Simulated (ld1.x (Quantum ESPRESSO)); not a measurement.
Mo (Z = 42): one change to a PAW potential, before and after

Mo (Z = 42), PAW, made with ld1.x (Quantum ESPRESSO) 7.5 (revPBE, scalar-relativistic). Core [Ar] 3d10, reference 4s2 4p6 4d5.5 5s0.5 5p0. Waves: 4s (bound): rcut 1.75, rcutus 1.95 bohr; 5s (bound): rcut 1.75, rcutus 1.95 bohr; 4p (bound): rcut 1.65, rcutus 2.05 bohr; 5p (bound, empty): rcut 1.65, rcutus 2.05 bohr; 4d (bound): rcut 1.90, rcutus 2.35 bohr; 4d channel at 2.45 Ry: rcut 1.90, rcutus 2.35 bohr. Local part: all-electron potential smoothed inside 2.25 bohr (lloc = -2). Core correction: a·sin(br)/r model core, default radius (core density twice the valence density). Augmentation charge: PSQ, inside the norm-conserving radii.

Change: waves 4p (bound): rcut 1.65, rcutus 1.84 bohr; 5p (bound): rcut 1.65, rcutus 1.84 bohr.

Cutoffs: the cutoffs (Ry, on a coarse ladder) from which the occupation-weighted sum of valence levels, in a spherical-Bessel basis at the reference potential, stays within 10 and 1 mRy of its value at 400 Ry; they do not see the model core or the augmentation charge, which bear on the density cutoff. Errors are all-electron minus pseudo energies relative to the spin-unpolarised reference configuration.

Q: Predict the effect on cutoff, ghosts and configuration errors.

A: The potential gets harder (21 Ry and 35 Ry → 25 Ry and 45 Ry); the errors of the 7 common tests hardly move; neither file shows a bound ghost. A smaller radius makes the pseudo-wave follow the all-electron one further in, where it bends more sharply, so more plane waves are needed.

```tsv
quantity	base	changed
cutoff, loose	21 Ry	25 Ry
cutoff, tight	35 Ry	45 Ry
loose cutoff by channel (10 mRy a level)	s 18 Ry, p 15 Ry, d 15 Ry	s 18 Ry, p 21 Ry, d 15 Ry
bound ghosts	none	none
error for 4s2 4p6 4d5 5s1 5p0, meV [ΔE -0.26 eV]	+1.2	+1.2
error for 4s2 4p6 4d5 5s0 5p0, meV [ΔE 6.51 eV]	-1.3	-1.3
error for 4s2 4p6 4d4 5s0 5p0, meV [ΔE 21.88 eV]	-2.5	-2.6
error for 4s2 4p6 4d4 5s1 5p0, meV [ΔE 7.74 eV]	+2.4	+2.3
error for 4s1 4p6 4d5 5s1 5p0, meV [ΔE 69.87 eV]	-25	-22
error for 4s2 4p6 4d3 5s0 5p0, meV [ΔE 48.55 eV]	-3.0	-2.7
error for 4s2 4p6 4d5 5s0.5 5p0, meV [ΔE 2.41 eV]	+0.2	+0.2
s: phases at 2.54 bohr within 0.05 rad from the reference energy up to (Ry; the scan ends near 5)	to the end of the scan	to the end of the scan
p: phases at 2.54 bohr within 0.05 rad from the reference energy up to (Ry; the scan ends near 5)	to the end of the scan	to the end of the scan
d: phases at 2.54 bohr within 0.05 rad from the reference energy up to (Ry; the scan ends near 5)	to the end of the scan	to the end of the scan
lowest overlap eigenvalue by channel	s 0.09, p 0.09, d 0.86	s 0.09, p 0.14, d 0.86
```
